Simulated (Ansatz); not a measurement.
Computed with Ansatz on PBE0-D4/def2-TZVP structures; ΔE is electronic, products minus reactants. CBS: MP2 limit from def2 TZ/QZ plus the TZ coupled-cluster correction, frozen cores. This one scheme is used for every species. Functionals use def2-TZVPP. B3LYP here is the variant with VWN-RPA as its local correlation; programs differ in this. HSE06 is defined as in plane-wave codes. Elements past krypton have def2 core potentials. For Sn outer-core shells are correlated without core-valence functions, which leaves a few kJ/mol of doubt a bond. One conformer a species, not always the lowest.

`[CH3][SnH]([NH2])[Cl]` → HCl + `[CH3][Sn][NH2]`  (stannylene formation by 1,1-elimination)

```json
{"level": "BLYP-D4", "ΔE (kcal/mol)": "18.0"}
{"level": "r2SCAN-D4", "ΔE (kcal/mol)": "27.0"}
{"level": "B3LYP-D4", "ΔE (kcal/mol)": "22.3"}
{"level": "HSE06-D4", "ΔE (kcal/mol)": "27.2"}
{"level": "ωB97M-V", "ΔE (kcal/mol)": "27.0"}
{"level": "BLYP", "ΔE (kcal/mol)": "15.3"}
{"level": "PBE0", "ΔE (kcal/mol)": "26.0"}
{"level": "r2SCANh", "ΔE (kcal/mol)": "27.4"}
```

Problem. What does CCSD(T)/CBS give? (Best estimate.)

Solution. Ansatz gave: +27.6 kcal/mol. The listed levels differ from it by -9.6, -0.6, -5.3, -0.4, -0.6, -12.3, -1.6, -0.2 kcal/mol.

Largest T1 diagnostic among the species: 0.016.

From r2SCAN to r2SCAN0 (25 % exact exchange), in def2-TZVPP and without D4, ΔE moves by +2.1 kcal/mol. At CCSD(T), def2-SVP lies −3.4 kcal/mol from the extrapolated value and def2-TZVPP −1.3 kcal/mol. In def2-TZVPP, CCSD(T) changes the Hartree–Fock value by −2.1 kcal/mol (the triples alone add +0.1 kcal/mol) and MP2 by −1.9 kcal/mol.
